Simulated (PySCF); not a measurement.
**Static response to an electric field**

Species: (MgSe)4 cube, Mg4Se4.
Cartesian coordinates in Å at the PBE0-D3(BJ)/def2-SVP level; atoms count from 1:
```xyz
8
Mg4Se4 angstrom
Mg     1.6301    0.5259    0.7527
Se     0.7862    2.1194   -1.0706
Mg    -1.2676    1.3055    0.2513
Se    -0.3048    0.3642    2.4389
Mg    -0.5403   -1.5974    0.7894
Se     1.7368   -1.7742   -0.3838
Mg     0.2472   -0.2776   -1.8412
Se    -2.1494   -0.7514   -1.0204
```

Level: wB97X-D/def2-SVPD (PySCF), static field, nuclei fixed, core orbitals frozen in the response. The polarisability tensor in these axes (au):

```
x   202.61   0.25  -0.03
y     0.25 202.51   0.07
z    -0.03   0.07 202.34
```

Question: Give the principal values, the mean and the anisotropy Δα = √{½[(α1 − α2)² + (α2 − α3)² + (α1 − α3)²]}.

Answer: Principal values 202.24, 202.40 and 202.81 au; mean 202.48 au = 30.00 Å³ = 33.38 × 10⁻⁴⁰ C²·m²/J; Δα = 0.51 au (0 % of the mean). Point group Td makes the tensor isotropic, so any spread comes from the grid or from a geometry that is symmetric only within 0.08 Å.

Question: What is the dipole moment?

Answer: 0.06 D, although point group Td allows none: the geometry misses that symmetry by up to 0.08 Å.

Question: Molar refractivity from α?

Answer: Lorentz–Lorenz: R = (4π/3)N_A α = 2.5225 cm³/(mol·Å³) × 30.00 Å³ = 75.7 cm³/mol, in the limit of long wavelengths.

Question: In TDDFT the mean static polarisability is Σ f/ω² over all singlet excitations (ω in hartree). How much of it do the 10 lowest give? Their energies (eV) and oscillator strengths: 3.80, 0.0000; 3.81, 0.0004; 3.83, 0.0008; 3.98, 0.0601; 3.99, 0.0616; 4.00, 0.0616; 4.78, 0.0000; 4.78, 0.0000; 4.83, 0.0000; 4.86, 0.0000.

Answer: They add up to 8.60 au, 4.2 % of the 202.48 au; the largest single term is 2.87 au, from the state at 3.99 eV. Terms in order: 0.00, 0.02, 0.04, 2.81, 2.87, 2.85, 0.00, 0.00, 0.00, 0.00 au. Higher excitations give the rest. The strengths listed sum to 0.185.

Question: Find the Langevin capture rate constant for H3+ (3.023 u) meeting this molecule (415.606 u), k = 2.342 × 10⁻⁹ cm³/s × √(α in Å³ / reduced mass in u).

Answer: The reduced mass is 3.00 u, so k = 7.40 × 10⁻⁹ cm³/s.

The structure is a single PBE0-D3(BJ)/def2-SVP conformer in the gas phase; no vibrational or solvent corrections. The calculation is non-relativistic, for selenium too.
